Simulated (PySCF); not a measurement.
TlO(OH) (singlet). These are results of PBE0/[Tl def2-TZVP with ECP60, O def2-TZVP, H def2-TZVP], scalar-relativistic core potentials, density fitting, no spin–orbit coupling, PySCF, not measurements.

Harmonic bands of its minimum:

```json
{"ω (cm⁻¹)": "168", "IR (km/mol)": "16.7"}
{"ω (cm⁻¹)": "171", "IR (km/mol)": "3.2"}
{"ω (cm⁻¹)": "586", "IR (km/mol)": "45.7"}
{"ω (cm⁻¹)": "776", "IR (km/mol)": "69.8"}
{"ω (cm⁻¹)": "925", "IR (km/mol)": "48.3"}
{"ω (cm⁻¹)": "3853", "IR (km/mol)": "81.8"}
```

Task: The central atom is Tl. Infer the point group and assign the bands.

Result: Cs. The modes span 5a' + a'': 168 a', 171 a'', 586 a', 776 a', 925 a', 3853 a'. The computed geometry has O–H 0.963 Å, Tl–O 1.858 Å, Tl–O 1.992 Å; H–O–Tl 110.0°, O–Tl–O 176.2°.

This need not be the most stable arrangement of these atoms. Spin–orbit coupling, left out here, can matter for elements this heavy.
